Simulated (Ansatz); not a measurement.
Consider the ligand exchange at the Si–Br bond: `N[SiH](Cl)Br` + CH₃OH → `CO[SiH](N)Cl` + HBr.

Isolated molecules relaxed with PBE0-D4/def2-TZVP in Ansatz; ΔE leaves out vibrations. CBS: MP2 limit from def2 TZ/QZ plus the TZ coupled-cluster correction, frozen cores. This one scheme is used for every species. DFT in def2-TZVPP. For Br outer-core shells are correlated without core-valence functions, which leaves a few kJ/mol of doubt a bond. Scalar relativity is left out up to krypton. Each species was taken in one conformer, which may not be the lowest.

```csv
level,ΔE (kJ/mol),difference from CCSD(T)/CBS
LDA (SPW92),-16.5,-2.2
BLYP-D4,-18.2,-3.9
LC-ωPBE,-13.9,0.4
MP2/def2-SVP,-17.2,-2.9
CCSD/def2-SVP,-20.8,-6.5
HF/def2-TZVPP,-21.8,-7.5
CCSD/def2-TZVPP,-21.6,-7.3
HF/def2-QZVPP,-23.1,-8.8
SCS-MP2/def2-QZVPP,-16.3,-2.0
MP2/CBS(def2),-9.7,4.6
CCSD(T)/CBS,-14.3,0
```

(1) What do rigid-rotor, harmonic-oscillator terms from PBE0-D4/def2-TZVP frequencies (298.15 K, 1 bar) make of the CCSD(T)/CBS value? (Estimate.)

Largest T1 diagnostic among the species: 0.010.

Results:

(1) Ansatz gave: ΔZPE = -10.5 kJ/mol, ΔH = -22.6 kJ/mol, ΔS = -11 J/(mol·K), ΔG = -19.5 kJ/mol.

At CCSD(T), def2-SVP lies −6.4 kJ/mol from the extrapolated value and def2-TZVPP −6.6 kJ/mol. Leaving LDA and LC-ωPBE aside and taking each functional with its dispersion term where it has one, the values, not all of them listed here, spread over 17.9 kJ/mol, from CAM-B3LYP-D4 to PBE-D4. LDA lies −11.0 kJ/mol from PBE without D4. From BLYP to BHLYP (50 % exact exchange), in def2-TZVPP and without D4, ΔE moves by −4.9 kJ/mol.
